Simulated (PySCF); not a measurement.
# Computed properties of CH₈FNOSi₂, SMILES C[Si@H](N)[Si@@H](O)F

CH8FNOSi2, SMILES C[Si@H](N)[Si@@H](O)F. The structure is a stationary point at B3LYP-D3(BJ)/def2-SVP. The structure was generated by enumeration; whether it is a known compound was not checked. Other conformers were not sampled. All values are computed for the isolated molecule unless a solvent is named; none is compared with measurement here.

**Structure.** All 36 harmonic modes at B3LYP-D3(BJ)/def2-SVP (PySCF) are real, so it is a minimum. With heavy atoms numbered as in [CH3:1][Si@H:2]([NH2:3])[Si@@H:4]([OH:5])[F:6], the shortest bond between them is Si4–F6 at 1.645 Å and the longest Si2–Si4 at 2.337 Å.

**Vibrations.** The strongest infrared lines (harmonic, unscaled, degenerate partners summed) lie at 874 cm⁻¹ (303 km/mol, H 62 %, Si 17 %, N 10 %), 2206 cm⁻¹ (230 km/mol, H 97 %), 393 cm⁻¹ (213 km/mol, H 75 %, N 22 %). The softest mode is at 30 cm⁻¹ and the zero-point energy is 61.4 kcal/mol.

**Electronic structure.** r2SCAN/def2-TZVP (PySCF) places the frontier levels at -6.14 and -0.62 eV, a gap of 5.52 eV, and gives a dipole moment of 0.58 D and a mean polarisability of 75.3 bohr³. PBE/def2-TZVP (PySCF) at the same geometry gives -5.85 and -0.95 eV, so its gap is 0.62 eV narrower. An orbital gap is neither the optical nor the fundamental gap.

**Excitations.** TDA-PBE0/def2-SVPD (PySCF) has S1 at 5.83 eV (213 nm, f = 0.017, weak); the most intense of the 10 singlets computed lies at 7.82 eV (f = 0.07). T1 (TDA) is at 5.39 eV, 0.44 eV under S1. TDA-PBE/def2-SVPD (PySCF) puts S1 at 5.05 eV. No vertical singlet excitation falls in the visible range (under 3.1 eV).

**NMR.** GIAO shifts at B3LYP/pcSseg-1 (PySCF) (non-relativistic, atoms alike by connectivity averaged): ¹³C at 4.9 ppm against TMS; ¹H from 0.6 to 5.7 ppm against TMS; ²⁹Si from -31.5 to 1.3 ppm against TMS; ¹⁹F at -174.6 ppm against CFCl3.

**Solvation.** SMD-B3LYP/6-31G* (PySCF) gives -4.6 kcal/mol in water, -5.0 kcal/mol in ethylethanoate, -5.2 kcal/mol in chloroform (1 M in both phases, gas-phase geometry); of these solvents chloroform holds the molecule best.
